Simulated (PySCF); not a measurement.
Frontier levels across methods

BF2H3SSi.
SMILES with atom numbers: `[F:1][B:2]([F:3])[SiH2:4][SH:5]` (hydrogens: H6, H7 on Si4; H8 on S5)

Geometry (PBE0-D3(BJ)/def2-SVP, Å), atoms numbered from 1 in this order:
```
atom  x, y, z in Å
F1     1.5175   -1.9525   -0.3576
B2     1.1101   -0.7541    0.0035
F3     2.0438    0.0951    0.3916
Si4   -0.8366   -0.1785   -0.0120
S5    -0.8787    1.8979   -0.5780
H6    -1.4462   -0.4341    1.3317
H7    -1.6302   -0.9133   -1.0375
H8     0.1762    2.2203    0.2036
```

Basis pcSseg-2 throughout (PySCF), one geometry. Isolated species at its PBE0-D3(BJ)/def2-SVP geometry (one conformer only).

Q: How do the orbital energies, the gap and the dipole change with the method?

A: 
```tsv
method	kind	HOMO (eV)	LUMO (eV)	gap (eV)	μ (D)	SCF cycles
BLYP	GGA	-6.23	-2.14	4.09	0.72	14
B97-D	GGA	-6.35	-2.12	4.23	0.75	15
PBE	GGA	-6.39	-2.30	4.09	0.73	14
OPBE	GGA	-6.39	-2.13	4.26	0.75	15
KT2	GGA	-6.46	-2.31	4.15	0.73	15
BP86	GGA	-6.48	-2.35	4.12	0.74	14
KT3	GGA	-6.48	-2.23	4.25	0.72	15
LDA	LDA	-6.48	-2.57	3.92	0.77	14
B97-2	global hybrid	-7.37	-1.35	6.01	0.80	12
B3LYP	global hybrid	-7.37	-1.57	5.80	0.79	12
PBE0	global hybrid	-7.61	-1.36	6.25	0.81	12
mPW1PW91	global hybrid	-7.64	-1.36	6.27	0.81	12
BHandHLYP	global hybrid	-8.71	-0.35	8.35	0.88	11
CAM-B3LYP	range-separated hybrid	-8.93	-0.25	8.68	0.86	12
wB97X-D	range-separated hybrid	-9.45	0.50	9.95	0.87	12
LC-wPBE	range-separated hybrid	-10.31	0.93	11.24	0.91	12
HF	Hartree–Fock	-10.44	1.99	12.43	0.98	10
```

The HOMO spans 4.21 eV, from BLYP down to HF, and the gap runs from 3.92 eV (LDA) to 12.43 eV (HF). Over the methods BLYP (0 %), B97-D (0 %), PBE (0 %), OPBE (0 %), KT2 (0 %), BP86 (0 %), KT3 (0 %), LDA (0 %), B97-2 (21 %), B3LYP (20 %), PBE0 (25 %), mPW1PW91 (25 %), BHandHLYP (50 %), HF (100 %), a straight line through the gap against the share of exact exchange rises by 0.83 eV for each 10 % (correlation coefficient 0.999). The dipole ranges from 0.72 D (BLYP) to 0.98 D (HF). This basis has no diffuse functions.

The vertical ΔSCF ionisation energy at CAM-B3LYP/def2-SVPD is 9.92 eV; −ε(HOMO) comes closest to it with LC-wPBE (10.31 eV).
